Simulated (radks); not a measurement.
Spherical quantum dot in the effective-mass picture: electrons in a hard-walled sphere of radius 1.98, all in effective atomic units (hartree* = m*/eps^2 hartree, bohr* = eps/m* bohr), one dielectric constant everywhere. Calculated with a radial shooting solver with Libxc functionals: non-relativistic Kohn-Sham, PBEsol, spin-polarised, spherical densities. Levels are named by radial order and angular momentum (1s, 1p, 1d, 2s, ...), and open shells are averaged over m.

N = 24, configuration 1s2 1p6 1d10 1f(up 6, down 0). This is the lowest configuration that the search found. Occupied and some empty levels:

level,occupation,eigenvalue (hartree*),<r> (bohr*)
1s up,1,17.256,1.235
1s down,1,17.377,1.225
1p up,3,18.066,1.322
1p down,3,18.204,1.317
1d up,5,19.348,1.385
1d down,5,19.497,1.382
1f up,6,21.038,1.433
1f down,0,21.195,1.432
2s up,0,21.273,0.9085
2s down,0,21.326,0.9119
1g up,0,23.102,1.472
1g down,0,23.264,1.471
2p up,0,23.630,1.041
2p down,0,23.701,1.041
2d up,0,26.367,1.130
2d down,0,26.453,1.129

Energy (hartree*): total 277.059, kinetic 104.14, external 0, Hartree 193.05, exchange-correlation -20.139.
